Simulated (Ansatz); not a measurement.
The first iterations of a band of H7SbSi2 (10 atoms, charge 0, multiplicity 1).

All numbers below come from RKS BLYP/def2-SVP in Ansatz 0.2.0.

```yaml
movable_images: 5
climbing_image: yes
spring: 5.0 eV/Å²
optimiser: lbfgs
start_path: through a guess of the saddle point
force_threshold: 0.03 eV/Å
iteration_limit: 60
end_points: relaxed
```

Image 0:

```xyz
10
Properties=species:S:1:pos:R:3
Si -1.602 0.701 -0.606
Si 0.330 -0.660 -0.437
Sb 2.226 0.520 0.991
H -2.661 0.040 -1.444
H -1.247 2.019 -1.235
H -2.170 0.965 0.759
H -0.041 -2.000 0.135
H 0.885 -0.890 -1.818
H 1.320 0.258 2.457
H 3.043 -1.005 1.201
```

Image 6:

```xyz
10
Properties=species:S:1:pos:R:3
Si -1.614 0.681 -0.586
Si 0.206 -0.799 -0.251
Sb 2.402 0.497 0.475
H -1.258 1.710 -1.622
H -1.946 1.394 0.694
H -2.836 -0.060 -1.050
H -0.173 -1.848 0.758
H 0.509 -1.502 -1.548
H 1.702 0.854 2.031
H 3.090 -0.977 1.102
```

| iteration | highest image above the first end (eV) | largest band force component (eV/Å) |
| --- | --- | --- |
| 1 | 80.723 | 253.355 |
| 2 | 32.464 | 86.540 |
| 3 | 20.514 | 37.998 |
| 4 | 15.894 | 11.832 |
| 5 | 13.523 | 6.978 |
| 6 | 11.264 | 3.926 |
| 7 | 8.956 | 4.533 |
| 8 | 8.361 | 3.135 |
| 9 | 6.368 | 4.668 |
| 10 | 5.818 | 3.278 |
| 11 | 4.571 | 5.394 |
| 12 | 4.069 | 2.704 |
| 13 | 2.891 | 3.147 |
| 14 | 2.575 | 2.578 |
| 15 | 1.526 | 4.296 |
| 16 | 1.291 | 2.462 |
| 17 | 0.651 | 1.683 |
| 18 | 0.262 | 1.567 |
| 19 | 0.321 | 1.410 |
| 20 | 0.227 | 1.082 |

Question: Does the band converge within its limit, and where does its top end?

Answer: It did not converge within its limit. It ended after 60 iterations with the highest image 0.036 eV above the first end. The band didn't meet its force threshold, so its energies are provisional: the largest band force was still 0.26 eV/Å, and over the last iterations the top stayed at 0.04 eV.

Run time: 6.3 min on 2 threads of Arm Neoverse V2, with other jobs on the host, peak memory 0.14 GiB.
